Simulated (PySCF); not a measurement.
A structure optimised at PBE0-D3(BJ)/def2-TZVP, used in a PySCF frequency run:

```
C
H 1 1.0894
H 1 1.0972 2 109.13
H 1 1.0972 2 109.13 3 114.03
B 1 1.5460 2 115.25 3 -122.98
H 5 1.1925 1 123.13 2 180.00
Br 5 1.9117 6 115.07 1 180.00
```

Write its SMILES, formula and point group.

CBBr, CH4BBr, Cs

What are its rotational constants (standard atomic weights)?

40.756, 3.5947, 3.3705 GHz
